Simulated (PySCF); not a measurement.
Working out the ionisation energy of Ne⁺

Ne⁺ [He] 2s2 2p5 (2P) → Ne²⁺ [He] 2s2 2p4 (3P). Computed with PySCF 2.14 in pcseg-2, with no relativity, point nucleus. Frozen: 1s2. Energies in hartree (1 hartree = 27.21139 eV):

| part | Ne⁺ (lower) | Ne²⁺ (upper) |
| --- | --- | --- |
| UHF | -127.811007 | -126.365666 |
| CCSD correlation | -0.191272 | -0.141593 |
| (T) | -0.002080 | -0.001198 |

Question: What does Hartree-Fock give?

Answer: (-126.365666) − (-127.811007) = 1.445341 hartree = 39.330 eV.

Question: What do CCSD and CCSD(T) give?

Answer: The CCSD correlation energies differ by 0.049679 hartree = 1.352 eV and the triples by 0.000882 hartree = 0.024 eV, so CCSD gives 40.682 eV and CCSD(T) 40.706 eV.

Reference: 40.963 eV (measured; NIST Atomic Spectra Database, ionization energies), between the lowest levels; spin-orbit coupling is absent from the calculation.

What remains against the reference includes basis incompleteness, the frozen core and higher excitations.
